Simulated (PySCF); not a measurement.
SnClI3, SMILES [Cl][Sn]([I])([I])[I]. Heavy atoms are numbered as in [Cl:1][Sn:2]([I:3])([I:4])[I:5].

Geometry optimised at B3LYP-D3(BJ)/def2-SVP. The def2 effective core potentials stand for the cores of I, Sn; spin–orbit coupling is left out.

The numbers are results of PBE/def2-TZVP run with PySCF, not measurements.

ESP charges are fitted to the potential on shells at 1.4 to 2.0 van der Waals radii. Atomic charges (e), one atom of each kind:

```json
[
 {"atom": "Cl1", "Löwdin": "0.07", "Mulliken": "-0.28", "ESP fit": "-0.02"},
 {"atom": "Sn2", "Löwdin": "-0.50", "Mulliken": "0.73", "ESP fit": "-0.19"},
 {"atom": "I3", "Löwdin": "0.14", "Mulliken": "-0.15", "ESP fit": "0.07"}
]
```
